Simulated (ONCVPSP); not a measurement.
## Transferability test, ONCV potential for B

```json
{
  "Element": "boron",
  "Generator": "ONCVPSP 4.0.1",
  "Type": "optimised norm-conserving Vanderbilt (ONCV)",
  "Functional": "PBE",
  "Relativity": "fully relativistic",
  "Frozen core": "[He]",
  "Valence charge": "3",
  "Reference configuration": "2s2 2p0.5 (charge +0.5)",
  "Partial waves": "2s: rc 1.40 bohr, ncon 4, nbas 7, qcut 4.6 1/bohr, 1 projector; 2p: rc 2.25 bohr, ncon 3, nbas 6, qcut 5.8 1/bohr, 3 projectors, debl 2.8 Ha; d scattering state at 0.17 Ha: rc 2.00 bohr, ncon 4, nbas 8, qcut 5.1 1/bohr, 1 projector",
  "Local potential": "polynomial inside 1.25 bohr (lpopt 5, dvloc0 0 Ha)",
  "Core correction": "polynomial model core, fcfact 0.2"
}
```

Open shells are filled in proportion to 2j + 1.

Energies are relative to the spin-unpolarised reference configuration 2s2 2p0.5; without spin polarisation the order of configurations can differ from experiment.

Give the all-electron excitation energy and the error of the potential for: 2s2 2p1; 2s2 2p0; 2s1 2p0; 2s1 2p2.

```csv
valence configuration,charge,ΔE all-electron (eV),error AE − PS (meV)
2s2 2p1,0,-2.887,+5.1
2s2 2p0,+1,5.332,+15
2s1 2p0,+2,30.754,+92
2s1 2p2,0,2.964,+12
```

Levels in the configuration 2s1 2p2:

```
   level  all-electron (eV)  pseudo (eV)
2s j=1/2             -9.921       -9.935
2p j=3/2             -4.057       -4.076
2p j=1/2             -4.060       -4.079
```
